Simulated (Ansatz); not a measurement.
# Ligand exchange: C4H10 + SiH2(SiH3)Br → C3H10Si + SiH2(CH3)Br

Gas-phase species: C4H10 (isobutane) `CC(C)C`, singlet; SiH2(SiH3)Br, singlet; C3H10Si `CC(C)[SiH3]`, singlet; SiH2(CH3)Br, singlet. The partners trade CH3 for SiH3: C–CH3 and Si–SiH3 bonds give way to C–SiH3 and Si–CH3.

Shapes, held fixed at every level: PBE0-D4/def2-TZVP. Programs: Ansatz 0.2.0. The zero-point and thermal change to 298 K, harmonic and unscaled (PBE0-D4/def2-TZVP), is -3.5 kJ/mol.

```tsv
level	kind	ΔH(298 K) (kJ/mol)	less CCSD(T)/def2-TZVPP
HF/def2-SVP	Hartree–Fock	-26.4	+4.4
HF/def2-TZVPP	Hartree–Fock	-31.2	-0.4
r2SCAN-D4/def2-TZVPP	meta-GGA	-30.7	+0.1
PBE0-D4/def2-TZVPP	global hybrid	-25.5	+5.3
r2SCAN0-D4/def2-TZVPP	global hybrid	-31.2	-0.4
CCSD(T)/def2-SVP	coupled cluster or CI	-19.0	+11.8
CCSD/def2-SVP	coupled cluster or CI	-19.4	+11.4
CCSD(T)/def2-TZVPP	coupled cluster or CI	-30.8	0.0
```

The highest level, CCSD(T)/def2-TZVPP, gives ΔH(298 K) = -30.8 kJ/mol; the levels span -31.2 to -19.0. The column of differences is taken from that level and isn't an error. No measured value is set beside it here. Relativity is left out for Br. Outer-core shells of Br are correlated, in sets that cover them unevenly.
